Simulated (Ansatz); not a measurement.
A run for Ansatz (an electronic-structure program): R-BLYP/def2-TZVPPD on GaH3 (SMILES [GaH3]). Files ending in .json are basis or fitting sets from the Basis Set Exchange.

Ansatz 0.2 input:
```yaml
crystal:
  periodic: [false, false, false]
  atoms:
    - {symbol: Ga, position_ang: [0.47028930, -0.36793714, 0.77091002]}
    - {symbol: H, position_ang: [0.08717462, -1.90124178, 0.83917580]}
    - {symbol: H, position_ang: [-0.28102932, 0.54110830, -0.28343333]}
    - {symbol: H, position_ang: [1.92853494, 0.05567303, 1.21425464]}
basis:
  gaussian:
    orbitals: def2-TZVPPD.json
hamiltonian:
  xc: {name: BLYP}
scf: {lower_state_search: off}
```

The head of its log:

```
WARN ansatz: RAYON_NUM_THREADS=2 ignored (pool sized by the plan → 2); use --threads N
Functional definition: BLYP
these checks for a lower state are left out or cut short: stability, starts, cluster_reference, orbital_swaps, neighbouring_geometries, increment
integrals: 0.02 GiB planned
553 factors; their error is unknown
mean field: 0.23 GiB planned
mean field evaluation 1: about -52425.7315 eV, gradient 3.8e1 eV
mean field evaluation 2: about -52424.8919 eV, gradient 5.7e1 eV
```

What total energy does the run end on?

-1926.6787 hartree.
